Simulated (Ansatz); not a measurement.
Start from `[NH2][GeH2][O][SiH](N)F` and change one atom or group to get `N[SiH2]O[SiH](N)F`.

Ansatz, PBE0-D4/def2-TZVP geometries, multiplicity 1. Each molecule was computed in one conformer, which needn't be the lowest.

Scalar relativity is left out up to krypton.

```csv
property,`[NH2][GeH2][O][SiH](N)F`
HOMO–LUMO gap (PBE0/def2-TZVPP) / eV,8.15
HOMO–LUMO gap (ωB97M-V/def2-TZVPP) / eV,11.96
LUMO energy (B3LYP/def2-TZVPP) / eV,0.22
HOMO–LUMO gap (B3LYP/def2-TZVPP) / eV,7.58
LUMO energy (PBE0/def2-TZVPP) / eV,0.54
size of the dipole moment (B3LYP/def2-TZVPP) / D,1.94
```

Give the same properties after the change, and the shifts. (Estimate.)

Ansatz gave: 
```
                                        property  `N[SiH2]O[SiH](N)F`  shift
            HOMO–LUMO gap (PBE0/def2-TZVPP) / eV                 8.27   0.12
         HOMO–LUMO gap (ωB97M-V/def2-TZVPP) / eV                12.15   0.19
             LUMO energy (B3LYP/def2-TZVPP) / eV                 0.15  -0.07
           HOMO–LUMO gap (B3LYP/def2-TZVPP) / eV                 7.69   0.11
              LUMO energy (PBE0/def2-TZVPP) / eV                 0.47  -0.07
size of the dipole moment (B3LYP/def2-TZVPP) / D                 3.33   1.39
```

With PBE0 the HOMO falls by 0.20 eV and the LUMO falls by 0.07 eV, so the gap widens by about 0.13 eV. PBE moves the HOMO by -0.15 eV and ωB97M-V by -0.27 eV. Dipoles are sizes alone; their direction can turn.

B3LYP here is the variant with VWN-RPA as its local correlation; programs differ in this.
